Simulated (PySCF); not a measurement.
Screening by computed properties: pick the candidate that meets the target.

Species are written as SMILES; each is one conformer at its optimised geometry, gas phase, non-relativistic unless stated. Electronic properties by PySCF.

The conformers computed, where there is a choice (atom-mapped SMILES and torsion angles):
- `[H]/[C:1]=[CH:2]\[C:3](=[N:4]\[H])[CH2:5][NH2:6]`: C1–C2–C3–N4 177°, C2–C3–C5–N6 -170°, H–N6–C5–C3 -169°, H–N6–C5–C3 71°
- `[H]/[N:4]=[C:3](\[CH:2]=[CH2:1])[CH:5][NH2:6]`: C1–C2–C3–N4 1°, C2–C3–C5–N6 -176°, H–N6–C5–C3 -8°, H–N6–C5–C3 -162°
- `[NH2:1][CH:2][C:3]([F:4])([F:5])/[CH:6]=[CH:7]\[CH2:8][F:9]`: N1–C2–C3–F4 84°, C2–C3–C6–C7 -176°, C6–C7–C8–F9 -174°, H–N1–C2–C3 -159°, H–N1–C2–C3 -22°
- `[CH3:1][CH2:2][N:3][CH2:4][C:5]([F:6])=[C:7]([F:8])[F:9]`: C1–C2–N3–C4 178°, C2–N3–C4–C5 98°, N3–C4–C5–F6 -74°

Problem. Wanted: isotropic g value below 2.003 (unrestricted B3LYP/pcH-1, mean-field spin–orbit) and smallest rotational constant below 1.9 GHz (GFN2-xTB), at GFN2-xTB geometries. Which candidate meets both?
A. `[H]/[C]=C\C(CN)=N\[H]` [radical]
B. `[H]/N=C(/[CH]N)C=C` [radical]
C. `[CH](N)C(F)(F)/C=C\CF` [radical]
D. `CC[N]CC(F)=C(F)F` [radical]

Solution. C. Computed values:
| species | isotropic g value | smallest rotational constant |
| --- | --- | --- |
| [H]/[C]=C\C(CN)=N\[H] [radical] | 2.00227 | 1.945 GHz |
| [CH](N)C(F)(F)/C=C\CF [radical] | 2.00263 | 0.784 GHz |
| [H]/N=C(/[CH]N)C=C [radical] | 2.00324 | 1.829 GHz |
| CC[N]CC(F)=C(F)F [radical] | 2.00445 | 0.713 GHz |
